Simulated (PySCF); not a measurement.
(Cl)2Zr(OSiH2)2O (singlet state).
Z-matrix (Å and degrees, PBE0-D3(BJ)/def2-SVP geometry), rows numbered from 1:
```
Zr
Cl  1  2.3625
Cl  1  2.3536  2  115.00
O   1  1.9208  2  111.65  3  -125.38
Si  4  1.6760  1  135.57  2  -118.52
O   5  1.6601  4  106.76  1     1.38
Si  6  1.6603  5  138.55  4    -1.59
O   7  1.6764  6  106.77  5     1.60
H   5  1.4836  4  109.16  1   119.72
H   5  1.4841  4  109.06  1  -116.86
H   7  1.4838  6  109.57  5   119.66
H   7  1.4843  6  109.62  5  -116.45
```

Computed, not measured: PySCF, TDDFT wB97X-D/def2-SVPD, vertical, gas phase, core orbitals frozen in the response, def2 core potentials past Kr. Spin–orbit coupling is left out. The geometry optimisation had not met its thresholds, so the values belong to a structure short of the stationary point.

```tsv
state	E (eV)	ν̃ (cm⁻¹)	f	|μ| (D)	main configurations (H = HOMO, L = LUMO)
S1	6.46	52080	0.0031	0.36	H-2→L (76%), H→L (16%)
S2	6.56	52920	0.0000	0.01	H-1→L+1 (87%)
S3	6.58	53060	0.0039	0.40	H-3→L (41%), H-2→L+1 (40%), H→L+1 (14%)
S4	6.69	53970	0.039	1.23	H-1→L (70%), H-4→L+1 (19%)
S5	6.70	54050	0.0043	0.41	H-3→L+1 (89%)
S6	6.82	55000	0.0000	0.02	H-4→L (92%)
S7	6.90	55630	0.030	1.06	H→L+1 (38%), H-3→L (25%), H-6→L+1 (15%)
S8	7.05	56850	0.0099	0.61	H→L (45%), H-6→L (37%), H-2→L (10%)
S9	7.09	57170	0.029	1.04	H-2→L+1 (39%), H-6→L+1 (14%), H-3→L (13%)
S10	7.13	57540	0.0001	0.06	H-1→L+2 (77%), H-5→L+1 (8%)
```

Triplets (Tamm–Dancoff): T1 6.26 eV, H-2→L+1 (65%), H→L+1 (14%), H-3→L (8%); T2 6.29 eV, H-1→L (79%); T3 6.32 eV, H-2→L (64%), H→L (22%); T4 6.45 eV, H-3→L (81%).

The lowest singlet comes at 192 nm (623 kJ/mol) in the vacuum ultraviolet; it is very weak; its leading configuration is HOMO-2→LUMO (76%). The strongest level in the table is S4 at 6.69 eV (185 nm, f = 0.039). S4/S5 lie within about 0.01 eV of each other. For S1 the Löwdin share of zirconium is at most 4% in HOMO-2 and 69% in LUMO (ligand-to-metal charge transfer by this measure); for S4 the Löwdin share of zirconium is at most 12% in HOMO-1 and 69% in LUMO. Of the 10 states listed, 3 reach f = 0.01 and 3 stay under 0.0005. Orbital energies (eV): HOMO-3 -11.40, HOMO-2 -11.24, HOMO-1 -11.18, HOMO -10.84, LUMO 0.06, LUMO+1 0.10, LUMO+2 0.59. The vertical ionisation energy (ΔSCF) is 11.03 eV, 3.90 eV above S10. Singlets were solved by full linear response, triplets in the Tamm–Dancoff approximation.
